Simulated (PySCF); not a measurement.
Relaxation of doublet TlCl₂

Level of theory: PySCF, UPBE0, basis Tl def2-TZVP with ECP60, Cl def2-TZVP (scalar-relativistic core potentials, no spin–orbit coupling, density fitting). A (50,194) grid was used.

A hand-made linear start, of D∞h symmetry, held to at least that symmetry:

```xyz
3
charge 0 multiplicity 2, angstrom
Tl    0.0000    0.0000    0.0000
Cl    0.0000    0.0000    2.4300
Cl    0.0000    0.0000   -2.4300
```

Problem. What does it relax to?

Solution. It ends at D∞h with Tl–Cl 2.516 Å (×2); Cl–Tl–Cl 180.0°. A frequency run shows 2 imaginary modes (one degenerate set), down to 47i cm⁻¹, so it is a higher-order saddle point. Other isomers or separated fragments may lie lower.

Problem. How much energy is released, and in how many steps?

Solution. 6.4 kJ/mol in 3 steps.

No spin–orbit coupling is included, which matters more the heavier the element.

The relaxation took roughly 40 core-seconds on a shared host.
